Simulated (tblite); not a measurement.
C5H9OP.
SMILES with atom numbers: `[CH3:1][C:2]1=[CH:3][P@H:4](=[O:5])[CH2:6][CH2:7]1` (hydrogens: H8, H9, H10 on C1; H11 on C3; H12 on P4; H13, H14 on C6; H15, H16 on C7)

Structure optimised with GFN2-xTB, isolated species.

(1) What internal coordinates does the optimisation give?

## Answers

(1) 
| bond | length (Å) | order |
| --- | --- | --- |
| C1–C2 | 1.490 | single |
| C2=C3 | 1.332 | double |
| C3–P4 | 1.800 | single |
| P4=O5 | 1.464 | double |
| P4–C6 | 1.836 | single |
| C6–C7 | 1.528 | single |
| C2–C7 | 1.509 | single |
| C1–H8, C1–H9, C1–H10 | 1.089 | single |
| C3–H11 | 1.077 | single |
| P4–H12 | 1.399 | single |
| C6–H13 | 1.089 | single |
| C6–H14 | 1.094 | single |
| C7–H15 | 1.094 | single |
| C7–H16 | 1.092 | single |

Bonds in one row agree within 0.01 Å and their mean is given. Orders are formal, as drawn. A selection of angles:
| angle | degrees |
| --- | --- |
| C2–C1–H8 | 110.0 |
| C2–C1–H10 | 111.2 |
| H8–C1–H9 | 107.6 |
| H8–C1–H10 | 108.9 |
| C1–C2–C3 | 125.7 |
| C1–C2–C7 | 118.1 |
| C3–C2–C7 | 116.2 |
| C2–C3–P4 | 111.4 |
| C2–C3–H11 | 125.2 |
| P4–C3–H11 | 123.4 |
| C3–P4–O5 | 119.7 |
| C3–P4–C6 | 92.6 |
| C3–P4–H12 | 105.4 |
| O5–P4–C6 | 118.4 |
| O5–P4–H12 | 113.1 |
| C6–P4–H12 | 104.9 |
| P4–C6–C7 | 105.0 |
| P4–C6–H13 | 113.3 |
| P4–C6–H14 | 105.9 |
| C7–C6–H13 | 113.1 |
| C7–C6–H14 | 111.2 |
| H13–C6–H14 | 108.1 |
| C6–C7–H15 | 110.2 |
| C6–C7–H16 | 111.8 |
| C2–C7–C6 | 108.4 |
| C2–C7–H15 | 108.3 |
| C2–C7–H16 | 110.8 |
| H15–C7–H16 | 107.3 |

Dihedral angles: C1–C2–C3–P4 180° (antiperiplanar); C2–C3–P4–O5 137° (anticlinal); C3–P4–C6–C7 -22° (synperiplanar); P4–C6–C7–C2 26° (synperiplanar); C1–C2–C7–C6 163° (antiperiplanar).

The 5-membered ring C2–C3–P4–C6–C7 has internal angles of 92.6° to 116.2°; it is puckered, 0.12 Å rms from its mean plane, widest ring torsion 26°. The C–C distances run from 1.332 Å (C2=C3, drawn double) to 1.528 Å (C6–C7, drawn single), a spread of 0.196 Å. The C–P distances run from 1.800 Å (C3–P4, drawn single) to 1.836 Å (P4–C6, drawn single), a spread of 0.036 Å. P4 (phosphoryl phosphorus) has angles from 92.6° to 119.7°.

Point group: C1 (no symmetry element, even within 0.4 Å). Its GFN2-xTB frequencies are all real (lowest 102 cm⁻¹). The numbers are those of one conformer.

The numbers are calculated, not measured.
